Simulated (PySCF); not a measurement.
tin monoxide (OSn), SMILES [Sn]=[O] (connectivity only; charge and spin as stated), neutral, multiplicity 1. The structure is a stationary point at PBE0-D3(BJ)/def2-TZVP. The def2 effective core potentials stand for the cores of Sn; spin–orbit coupling is left out.

Computed with PBE0-D3(BJ)/def2-TZVP (PySCF).

Harmonic wavenumbers (cm⁻¹): 873. Rotational constants (GHz): 10.85 (linear); symmetry number 1.

Work out the zero-point energy and the ideal-gas rigid-rotor harmonic-oscillator thermochemistry at 298.15 K and 1 atm.

ZPE = ½ Σ hcν = ½ × 873 cm⁻¹ = 1.25 kcal/mol. H − E(el) = 3.36 kcal/mol. Entropy in cal/(mol K): translation 40.61, rotation 14.61, vibration 0.16, total 55.37. G − E(el) = -13.15 kcal/mol. Cp = 7.49 cal/(mol K).
